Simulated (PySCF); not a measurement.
Run record: core-ionisation job, `OC[C@@H]1CC[AsH]C1`.

Computed with delta-SCF UKS SCAN, pcX-2 on the ionised atom, pcseg-1 elsewhere, spin-free X2C (PySCF 2.14.0). Geometry: PBE0-D3(BJ)/def2-SVP. A driver script takes a list of jobs; this job's settings line and coordinates (Å) are shown.

Command:
```bash
OMP_NUM_THREADS=1 python probes_run.py task.json out
```

Input:
```
{"job": {"kind": "xps"}, "charge": 0, "multiplicity": 1}
O     -2.641706     0.631566     0.148174
C     -1.610759    -0.314627     0.196136
C     -0.382288     0.084166    -0.622463
C      0.722292    -0.971996    -0.527370
C      1.367367    -0.891598     0.852311
As     1.520868     1.042915     1.286230
C      0.180599     1.427899    -0.146879
H     -2.905466     0.737876    -0.772156
H     -1.341378    -0.411226     1.260899
H     -1.953685    -1.316368    -0.134424
H     -0.709211     0.170963    -1.676820
H      1.483148    -0.760381    -1.297063
H      0.328691    -1.981849    -0.740362
H      2.356130    -1.370160     0.894992
H      0.744475    -1.364013     1.627282
H      2.734149     1.253561     0.379133
H      0.681858     1.974454    -0.957455
H     -0.625010     2.065187     0.244587
```

Output:
```
ground state, core basis on atom 0 (O), 197 functions
  cycle   1  E = -2527.63297090  |g| = 8.07e-01
  cycle   2  E = -2527.38946677  |g| = 1.36e+00
  cycle   3  E = -2527.76507542  |g| = 1.10e-01
  cycle   4  E = -2527.76720916  |g| = 4.63e-02
  cycle   5  E = -2527.76763744  |g| = 2.16e-02
  cycle   6  E = -2527.76773978  |g| = 5.86e-03
  cycle   7  E = -2527.76774703  |g| = 2.30e-03
  cycle   8  E = -2527.76774704  |g| = 4.71e-04
  E(ground) = -2527.68392216 Eh
hole in O 1s of atom 0
  cycle   1  E = -2507.16214206  |g| = 2.21e+00
  cycle   2  E = -2504.83277771  |g| = 2.64e+00
  cycle   3  E = -2507.62670302  |g| = 7.72e-01
  cycle   4  E = -2507.92341050  |g| = 2.96e-01
  cycle   5  E = -2507.96092289  |g| = 1.24e-01
  cycle   6  E = -2507.96759215  |g| = 5.35e-02
  cycle   7  E = -2507.96921147  |g| = 1.20e-02
  cycle   8  E = -2507.96928962  |g| = 3.29e-03
  cycle   9  E = -2507.96929744  |g| = 1.19e-03
  cycle  10  E = -2507.96929734  |g| = 4.36e-04
  E(ion) = -2507.88607536 Eh   <S^2> = 0.7620   hole on atom = 1.000   binding energy = 538.727 eV
ground state, core basis on atom 1 (C), 197 functions
  cycle   1  E = -2527.74069004  |g| = 6.47e-02
  cycle   2  E = -2527.74026378  |g| = 5.87e-02
  cycle   3  E = -2527.74073452  |g| = 2.94e-02
  cycle   4  E = -2527.74089577  |g| = 2.93e-03
  cycle   5  E = -2527.74089819  |g| = 5.62e-04
  cycle   6  E = -2527.74089664  |g| = 1.53e-04
  E(ground) = -2527.65853349 Eh
hole in C 1s of atom 1
  cycle   1  E = -2516.45000057  |g| = 1.51e+00
  cycle   2  E = -2513.36056586  |g| = 2.59e+00
  cycle   3  E = -2516.66357076  |g| = 8.28e-01
  cycle   4  E = -2516.94144008  |g| = 4.31e-01
  cycle   5  E = -2517.00477762  |g| = 1.28e-01
  cycle   6  E = -2517.00982438  |g| = 4.86e-02
  cycle   7  E = -2517.01107681  |g| = 1.16e-02
  cycle   8  E = -2517.01113275  |g| = 7.45e-03
  cycle   9  E = -2517.01116448  |g| = 2.37e-03
  cycle  10  E = -2517.01116916  |g| = 1.49e-03
  cycle  11  E = -2517.01117228  |g| = 5.36e-04
  cycle  12  E = -2517.01117133  |g| = 1.86e-04
  E(ion) = -2516.92748637 Eh   <S^2> = 0.7726   hole on atom = 1.000   binding energy = 292.007 eV
ground state, core basis on atom 2 (C), 197 functions
  cycle   1  E = -2527.73942091  |g| = 5.92e-02
  cycle   2  E = -2527.73938072  |g| = 2.40e-02
  cycle   3  E = -2527.73939866  |g| = 2.27e-02
  cycle   4  E = -2527.73951366  |g| = 3.74e-03
  cycle   5  E = -2527.73951690  |g| = 7.10e-04
  cycle   6  E = -2527.73951748  |g| = 1.02e-04
  E(ground) = -2527.65747850 Eh
hole in C 1s of atom 2
  cycle   1  E = -2516.48218861  |g| = 1.52e+00
  cycle   2  E = -2515.27441547  |g| = 2.18e+00
  cycle   3  E = -2516.98211548  |g| = 4.28e-01
  cycle   4  E = -2517.02832652  |g| = 2.85e-01
  cycle   5  E = -2517.05985619  |g| = 7.08e-02
  cycle   6  E = -2517.06167935  |g| = 1.15e-02
  cycle   7  E = -2517.06171588  |g| = 8.62e-03
  cycle   8  E = -2517.06175650  |g| = 2.99e-03
  cycle   9  E = -2517.06176629  |g| = 1.39e-03
  cycle  10  E = -2517.06176567  |g| = 7.52e-04
  cycle  11  E = -2517.06176741  |g| = 2.37e-04
  E(ion) = -2516.97822211 Eh   <S^2> = 0.7707   hole on atom = 1.000   binding energy = 290.597 eV
ground state, core basis on atom 3 (C), 197 functions
  cycle   1  E = -2527.73863482  |g| = 5.81e-02
  cycle   2  E = -2527.73859660  |g| = 2.17e-02
  cycle   3  E = -2527.73860395  |g| = 2.07e-02
  cycle   4  E = -2527.73870891  |g| = 2.16e-03
  cycle   5  E = -2527.73871016  |g| = 4.53e-04
  E(ground) = -2527.65647426 Eh
hole in C 1s of atom 3
  cycle   1  E = -2516.48658070  |g| = 1.52e+00
  cycle   2  E = -2515.39372846  |g| = 2.08e+00
  cycle   3  E = -2516.97572318  |g| = 4.27e-01
  cycle   4  E = -2517.02196718  |g| = 2.94e-01
  cycle   5  E = -2517.05794135  |g| = 7.22e-02
  cycle   6  E = -2517.05976888  |g| = 1.77e-02
  cycle   7  E = -2517.05989518  |g| = 8.39e-03
  cycle   8  E = -2517.05993298  |g| = 2.90e-03
  cycle   9  E = -2517.05993767  |g| = 1.48e-03
  cycle  10  E = -2517.05993921  |g| = 7.15e-04
  cycle  11  E = -2517.05993989  |g| = 2.13e-04
  E(ion) = -2516.97657586 Eh   <S^2> = 0.7691   hole on atom = 1.000   binding energy = 290.615 eV
ground state, core basis on atom 4 (C), 197 functions
  cycle   1  E = -2527.73924548  |g| = 5.81e-02
  cycle   2  E = -2527.73919162  |g| = 2.31e-02
  cycle   3  E = -2527.73920160  |g| = 2.22e-02
  cycle   4  E = -2527.73932851  |g| = 3.08e-03
  cycle   5  E = -2527.73932965  |g| = 4.94e-04
  E(ground) = -2527.65740183 Eh
hole in C 1s of atom 4
  cycle   1  E = -2516.48725845  |g| = 1.52e+00
  cycle   2  E = -2515.49682820  |g| = 2.00e+00
  cycle   3  E = -2517.00621973  |g| = 3.82e-01
  cycle   4  E = -2517.06206188  |g| = 1.53e-01
  cycle   5  E = -2517.07278918  |g| = 6.69e-02
  cycle   6  E = -2517.07487645  |g| = 1.45e-02
  cycle   7  E = -2517.07498306  |g| = 5.56e-03
  cycle   8  E = -2517.07500514  |g| = 2.04e-03
  cycle   9  E = -2517.07500835  |g| = 9.93e-04
  cycle  10  E = -2517.07500738  |g| = 5.49e-04
  cycle  11  E = -2517.07500766  |g| = 2.41e-04
  E(ion) = -2516.99180930 Eh   <S^2> = 0.7722   hole on atom = 1.000   binding energy = 290.226 eV
ground state, core basis on atom 6 (C), 197 functions
  cycle   1  E = -2527.73938742  |g| = 5.72e-02
  cycle   2  E = -2527.73933489  |g| = 2.06e-02
  cycle   3  E = -2527.73927862  |g| = 2.50e-02
  cycle   4  E = -2527.73945344  |g| = 3.03e-03
  cycle   5  E = -2527.73945193  |g| = 5.42e-04
  cycle   6  E = -2527.73945146  |g| = 8.42e-05
  E(ground) = -2527.65717879 Eh
hole in C 1s of atom 6
  cycle   1  E = -2516.49370390  |g| = 1.52e+00
  cycle   2  E = -2515.39601311  |g| = 2.06e+00
  cycle   3  E = -2517.00587801  |g| = 4.03e-01
  cycle   4  E = -2517.06552175  |g| = 1.90e-01
  cycle   5  E = -2517.08043984  |g| = 7.90e-02
  cycle   6  E = -2517.08285180  |g| = 1.54e-02
  cycle   7  E = -2517.08295357  |g| = 7.10e-03
  cycle   8  E = -2517.08298101  |g| = 2.90e-03
  cycle   9  E = -2517.08298366  |g| = 1.28e-03
  cycle  10  E = -2517.08298778  |g| = 7.83e-04
  cycle  11  E = -2517.08298776  |g| = 2.14e-04
  E(ion) = -2516.99927005 Eh   <S^2> = 0.7727   hole on atom = 1.000   binding energy = 290.016 eV
```

Cycles run on a coarse grid; E(ground) and E(ion) are re-evaluated on a finer one, so they differ from the last cycle. Atoms in this output count from 0.

Task: How does the 1s binding energy of C3 follow from the two total energies?

Result: E(ion) − E(ground) = -2516.97822211 − (-2527.65747850) = 10.679256 Eh, times 27.211386 eV gives 290.60 eV.

Summary of the converged run: O1s of O1 538.73 eV; C1s of C2 292.01 eV; C1s of C3 290.60 eV; C1s of C4 290.61 eV; C1s of C5 290.23 eV; C1s of C7 290.02 eV.

Geometry: PBE0-D3(BJ)/def2-SVP, one conformer, isolated molecule.

Hardware: one thread, Arm Neoverse V2 (aarch64), shared host. Cost: 85 s of wall time, 0.82 GiB resident at most.
Labels such as C1 count atoms from 1, the log's own numbers from 0.
